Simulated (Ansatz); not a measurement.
Ideal-gas functions of `C#C[SiH2][AlH2]` at 500 K and 1 bar, from an Ansatz frequency run at PBE0-D4/def2-TZVP.

Molar mass 84.13 g/mol, point group Cs (symmetry number 1), electronic degeneracy 1, moments of inertia 67.845, 212.533, 266.926 u Å². Harmonic wavenumbers (cm⁻¹, unscaled): 55, 66, 232, 290, 311, 399, 515, 557, 626, 703, 716, 729, 732, 794, 929, 1914, 1927, 2143, 2208, 2214, 3464.

Use S(trans) = R[1.5 ln M + 2.5 ln T − 1.1517]; rotational temperatures θ = 24.2544 K / I; S(rot) = R[ln(√π/σ · √(T³/θAθBθC)) + 1.5]; for each mode x = 1.438777 ν̃/T, S = R[x/(eˣ − 1) − ln(1 − e⁻ˣ)] and H = RT x/(eˣ − 1); 1 cm⁻¹ = 0.0119627 kJ/mol; R = 8.31446 J/(mol·K).

**Question.** By hand: the entropy, in J/(mol·K).

**Answer.** Translation 174.9. Rotation: θ = 0.3575, 0.1141, 0.0909 K, giving 118.0. Vibration, mode by mode: 23.65, 22.14, 11.83, 10.06, 9.51, 7.61, 5.77, 5.23, 4.46, 3.74, 3.63, 3.53, 3.50, 3.05, 2.24, 0.22, 0.21, 0.13, 0.11, 0.11, 0.00, in all 120.7. Electronic 0.0. Sum 413.6 J/(mol·K).

**Question.** By hand: H − E and G − E in kJ/mol, counted from the electronic energy.

**Answer.** Zero-point energy ½ × 21524 × 0.0119627 = 128.7; thermal vibration 30.2; translation, rotation and pV give 4 RT = 16.6. H − E = 175.5 kJ/mol, and G − E = 175.5 − 500 × 413.6/1000 = -31.3 kJ/mol.

Vibration gives 29 % of the entropy, 45.8 J/(mol·K) of it from the modes under 150 cm⁻¹: soft modes count most, and the harmonic formula is weakest for them.
